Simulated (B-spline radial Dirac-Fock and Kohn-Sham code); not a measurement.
**Core and valence levels of Tl⁸⁰⁺**

System: the Tl⁸⁰⁺ ion, 1s1; nuclear rms radius 5.4759 fm (A = 205).

The run's input, task.json:

```json
{"items": [{
  "Z": 81,
  "q": 80,
  "cfg": [[1, 0, 1]],
  "A": 205,
  "rrms": 5.4759,
  "do": ["binding"]
}]}
```

Launch: `python xray_run.py task.json out`

Level of theory: multi-electron Dirac-Fock with separately optimised hole states, Breit and Lamb-shift corrections added in first order; a radial finite-basis atomic code. No correlation. Energies are counted from the vacuum level.

All terms are in eV, carry their sign (relaxation lowers the binding energy) and add up to the binding energy; ⟨r⟩ is the mean radius of the orbital in the initial state.

```tsv
subshell	−ε (Koopmans)	relaxation	Gaunt	retardation	self-energy	vacuum polarisation	binding energy	⟨r⟩ (bohr)
K	98762.2	0.00	0.00	0.00	-216.06	45.48	98591.6	0.016
```

For the deepest level, K (1s), the Breit terms make up 0.000 % of the binding energy, QED -0.173 % and orbital relaxation 0.000 %.

Going to the tabulated ground configuration of the next ion removes an electron from K (1s), computed at 98591.6 eV. NIST lists 98592.12 ± 0.25 eV as the ionisation energy of this species (theoretical), +0.49 eV from the computed value.
